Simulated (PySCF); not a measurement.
In(H)(Cl)(NH2), H3ClInN, SMILES [Cl][InH][NH2] (PBE0/def2-SVP optimised geometry):

```
6

In     0.296    -0.194     0.000
H      1.999    -0.194     0.000
Cl    -0.844    -2.254     0.190
N     -1.015     1.326     0.000
H     -1.999     1.139    -0.159
H     -0.763     2.254    -0.320
```

Computed with PySCF 2.14.0 with PBE0/def2-TZVP, def2 effective core potentials past Kr.

### Question
What are the frontier orbital energies and the dipole moment?

### Answer
HOMO-2 -8.66 eV, HOMO-1 -8.37 eV, HOMO -7.47 eV, LUMO -1.24 eV, LUMO+1 -0.95 eV; dipole moment 3.19 D.

On the same geometry PBE/def2-TZVP, def2 effective core potentials past Kr run with PySCF gives HOMO-2 -7.27 eV, HOMO-1 -6.98 eV, HOMO -6.13 eV, LUMO -1.97 eV, LUMO+1 -1.80 eV; dipole moment 3.12 D.
